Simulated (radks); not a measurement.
Values are calculated unless marked as measured or tabulated.
Species: Er16+. Configuration: [Kr] 4d10 5s2 5p4 (not the ground configuration). Level of theory: Dirac Kohn-Sham, PBE, spin-unpolarised, spherical densities, finite nucleus; open shells are shared between the two j in proportion to 2j + 1; Fermi nuclear charge, rms radius 5.2516 fm (a radial shooting solver on a logarithmic mesh with Libxc functionals). Some entries of the table are withheld. Estimate them.

| orbital | occ. | eigenvalue (eV) | <r^2> (bohr^2) |
|---|---|---|---|
| 1s1/2 | 2 | -57734.47 | 0.0005681 |
| 2s1/2 | 2 | -10072.84 | 0.008787 |
| 2p1/2 | 2 | (1) | 0.006339 |
| 2p3/2 | 4 | (2) | 0.007561 |
| 3s1/2 | 2 | -2622.150 | 0.05784 |
| 3p1/2 | 2 | -2421.310 | (3) |
| 3p3/2 | 4 | -2228.680 | (4) |
| 3d3/2 | 4 | -1884.973 | 0.04754 |
| 3d5/2 | 6 | -1843.052 | 0.04940 |
| 4s1/2 | 2 | -856.2792 | 0.2690 |
| 4p1/2 | 2 | -774.4764 | 0.2755 |
| 4p3/2 | 4 | -725.4475 | 0.3043 |
| 4d3/2 | 4 | -589.8212 | (5) |
| 4d5/2 | 6 | -580.1140 | (6) |
| 5s1/2 | 2 | -370.8286 | 1.030 |
| 5p1/2 | 1.33333 | -338.6854 | 1.109 |
| 5p3/2 | 2.66667 | -324.5016 | 1.200 |

Answer. 
(1) 2p1/2 eigenvalue (eV): -9613.958
(2) 2p3/2 eigenvalue (eV): -8698.473
(3) 3p1/2 <r^2> (bohr^2): 0.05354
(4) 3p3/2 <r^2> (bohr^2): 0.06029
(5) 4d3/2 <r^2> (bohr^2): 0.3172
(6) 4d5/2 <r^2> (bohr^2): 0.3264
